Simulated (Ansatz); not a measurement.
Cartesian coordinates (Å):
```xyz
6

C      1.4083    -0.6386    -0.2008
C      0.3118    -0.1740    -0.0177
C     -0.9808     0.3398     0.2018
S     -1.3853     1.9120     0.1210
H      2.3824    -1.0305    -0.3655
H     -1.7364    -0.4088     0.4411
```
Charge +1, spin multiplicity 2.

These are frozen-core CCSD(T)/cc-pVTZ // B3LYP-D3(BJ)/def2-TZVP (Ansatz, an electronic-structure program) values and carry that method's errors. The geometry is that of the parent before the electron was removed.

```
Quantity                        Value
----------------------  -------------
HF energy               -511.96962 Ha
MP2 correlation energy    -0.55767 Ha
```

**Question.** Estimate the CCSD correlation energy, the (T) correction, the total energy and the T1 diagnostic.

**Answer.** 
| Quantity | Result |
|---|---|
| CCSD correlation energy | -0.60111 Ha |
| (T) correction | -0.03442 Ha |
| CCSD(T) total energy | -512.60515 Ha |
| T1 diagnostic | 0.046 |
